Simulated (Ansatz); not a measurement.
`FCCC[SiH3]` at its PBE0-D4/def2-TZVP geometry, where that method's forces vanish. Total charge 0; spin multiplicity 1.

```json
{"atom": "F1", "x (Å)": "-2.023", "y (Å)": "-1.539", "z (Å)": "-0.782"}
{"atom": "C2", "x (Å)": "-1.243", "y (Å)": "-1.603", "z (Å)": "0.363"}
{"atom": "C3", "x (Å)": "0.027", "y (Å)": "-0.811", "z (Å)": "0.175"}
{"atom": "C4", "x (Å)": "-0.219", "y (Å)": "0.673", "z (Å)": "-0.071"}
{"atom": "Si5", "x (Å)": "1.351", "y (Å)": "1.657", "z (Å)": "-0.362"}
{"atom": "H6", "x (Å)": "-1.030", "y (Å)": "-2.659", "z (Å)": "0.555"}
{"atom": "H7", "x (Å)": "-1.842", "y (Å)": "-1.203", "z (Å)": "1.189"}
{"atom": "H8", "x (Å)": "0.589", "y (Å)": "-1.249", "z (Å)": "-0.657"}
{"atom": "H9", "x (Å)": "0.641", "y (Å)": "-0.956", "z (Å)": "1.072"}
{"atom": "H10", "x (Å)": "-0.872", "y (Å)": "0.800", "z (Å)": "-0.941"}
{"atom": "H11", "x (Å)": "-0.752", "y (Å)": "1.115", "z (Å)": "0.779"}
{"atom": "H12", "x (Å)": "2.082", "y (Å)": "1.128", "z (Å)": "-1.546"}
{"atom": "H13", "x (Å)": "2.252", "y (Å)": "1.553", "z (Å)": "0.820"}
{"atom": "H14", "x (Å)": "1.040", "y (Å)": "3.093", "z (Å)": "-0.596"}
```

Task: For each bond, give half the difference of the two atoms' forces along it (eV/Å; positive pushes the atoms apart) under PBE-D4, r2SCAN-D4, B3LYP-D4, ωB97M-V in def2-TZVPP. (Estimate.)

Result: The calculation gave: 
| bond | length (Å) | PBE-D4 | r2SCAN-D4 | B3LYP-D4 | ωB97M-V |
| --- | --- | --- | --- | --- | --- |
| F1–C2 | 1.386 | 0.52 | 0.35 | 0.41 | 0.27 |
| C2–C3 | 1.508 | -0.04 | 0.03 | 0.08 | 0.10 |
| C2–H6 | 1.094 | 0.07 | -0.08 | -0.15 | -0.15 |
| C2–H7 | 1.095 | 0.08 | -0.07 | -0.13 | -0.14 |
| C3–C4 | 1.525 | 0.01 | 0.13 | 0.18 | 0.17 |
| C3–H8 | 1.095 | 0.11 | -0.05 | -0.10 | -0.11 |
| C3–H9 | 1.096 | 0.09 | -0.04 | -0.10 | -0.10 |
| C4–Si5 | 1.876 | -0.01 | 0.00 | 0.09 | 0.04 |
| C4–H10 | 1.095 | 0.11 | -0.03 | -0.09 | -0.08 |
| C4–H11 | 1.096 | 0.11 | -0.02 | -0.08 | -0.08 |
| Si5–H12 | 1.489 | 0.07 | -0.02 | -0.08 | -0.10 |
| Si5–H13 | 1.490 | 0.07 | -0.02 | -0.07 | -0.10 |
| Si5–H14 | 1.487 | 0.06 | -0.03 | -0.09 | -0.11 |

B3LYP here is the variant with VWN-RPA as its local correlation; programs differ in this.

Results of the Gaussian-basis code of Ansatz.
